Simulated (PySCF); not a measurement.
**GeH: from constants to spectrum**

UHF-CCSD(T) constants of GeH, ²Π (doublet), unpaired electrons π ↑ (basis Ge def2-SVPD, H def2-SVPD; no relativity; PySCF 2.14; masses 73.9212 and 1.0078 u):

```
ωe           : 1913.4 cm⁻¹
ωexe         : 35.2 cm⁻¹
Be           : 6.6699 cm⁻¹
αe           : 0.197 cm⁻¹
De to Ge + H : 2.78 eV
```

Task: What force constant and bond length do these constants imply?

Result: Reduced mass μred = 0.99427 u; k = 5.8918×10⁻⁷·μred·ωe² (u, cm⁻¹, mdyn/Å) = 2.14 mdyn/Å; Re = √(16.8576/(μred·Be)) (u, cm⁻¹, Å) = 1.594 Å.

Task: Estimate the centrifugal constant D from the Kratzer relation and find the Dunham coefficient a1.

Result: D = 4Be³/ωe² = 0.000324 cm⁻¹; a1 = −1 − αeωe/(6Be²) = -2.41.

Correlated steps freeze 9 core orbitals. Correlated levels converge slowly with the basis: in double zeta they bind strong bonds too weakly, by up to about 1 eV, and carry superposition errors of some tenths. Spin–orbit coupling is left out. The state was picked by a PBE0 search and need not be the measured ground state.
